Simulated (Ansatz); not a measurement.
Program: Ansatz. Geometries: PBE0-D4/def2-TZVP. ΔE: electronic, gas phase. CBS: MP2 limit from def2 TZ/QZ plus the TZ coupled-cluster correction, frozen cores. This one scheme is used for every species. Double bonds are as drawn, so ΔE can hold a change between cis and trans. Functionals use def2-TZVPP.

Consider the substitution at a C–Cl bond: `[SiH3]/C=C/Cl` + H–F → `F/C=C/[SiH3]` + HCl.

(1) Is it downhill or uphill in electronic energy at CCSD(T)/CBS, and by how much? (Estimate.)

(2) What do these levels give: r2SCAN-D4, ωB97X-V, PBE-QIDH, revPBE, BHLYP, MP2/def2-TZVPP? (Best estimate.)

Largest T1 diagnostic among the species: 0.012.

Answers

(1) Ansatz gave: Uphill: ΔE = +18.8 kJ/mol.

(2) Ansatz gave: r2SCAN-D4 7.0, ωB97X-V 4.3, PBE-QIDH 14.8, revPBE 8.3, BHLYP 1.6, MP2/def2-TZVPP 23.9 kJ/mol.

At CCSD(T), def2-SVP lies −23.5 kJ/mol from the extrapolated value and def2-TZVPP −5.8 kJ/mol. Leaving LDA and LC-ωPBE aside and taking each functional with its dispersion term where it has one, the values, not all of them listed here, spread over 14.1 kJ/mol, from B97M-V to revPBE-D4. In def2-TZVPP, CCSD(T) changes the Hartree–Fock value by +17.8 kJ/mol (the triples alone add +3.0 kJ/mol) and MP2 by +28.7 kJ/mol.
